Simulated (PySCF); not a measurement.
An unknown gives this computed stick spectrum. Method used: TDDFT CAM-B3LYP/def2-SVPD, vertical, gas phase, core orbitals frozen in the response in PySCF. Geometries: GFN2-xTB, one conformer each.

```tsv
state	λ (nm)	f
S1	230.9	0.0063
S2	227.7	0.0038
S3	210.9	0.057
S4	202.0	0.026
S5	192.5	0.0002
S6	192.1	0.015
S7	189.3	0.010
S8	188.8	0.0064
```

Triplets computed (Tamm–Dancoff): 4.80, 4.87, 5.02 eV.

Orbital energies (eV): HOMO-3 -9.82, HOMO-2 -9.51, HOMO-1 -8.35, HOMO -7.60, LUMO 0.99, LUMO+1 1.10, LUMO+2 1.33.

Task: Which candidate is it? All have the formula C6H9PS.
A. `CC(C)c1pccs1`
B. `C(#C)P1CCSCC1`
C. `CC1=C[P@H](=S)C(C)=C1`

Result: B. Its S1, at 5.37 eV, is the highest among the candidates; the nearest of the others has S1 at 4.90 eV. S1 is HOMO→LUMO (48%), HOMO-1→LUMO (31%). Löwdin shares by element: HOMO sulfur 52%, carbon 15% or more, phosphorus 10% (atoms not listed hold the other 22%); LUMO carbon 53% or more, phosphorus 17% (atoms not listed hold the other 30%). At the same level the other candidates give, for their lowest levels:
- `CC(C)c1pccs1`: 253 nm (f 0.139); 237 nm (f 0.031); 229 nm (f 0.005); 214 nm (f 0.000); 200 nm (f 0.183); T1 3.01 eV; HOMO -7.83, LUMO -0.15 eV
- `CC1=C[P@H](=S)C(C)=C1`: 326 nm (f 0.002); 309 nm (f 0.016); 274 nm (f 0.055); 210 nm (f 0.001); 206 nm (f 0.003); T1 2.66 eV; HOMO -7.73, LUMO -0.82 eV
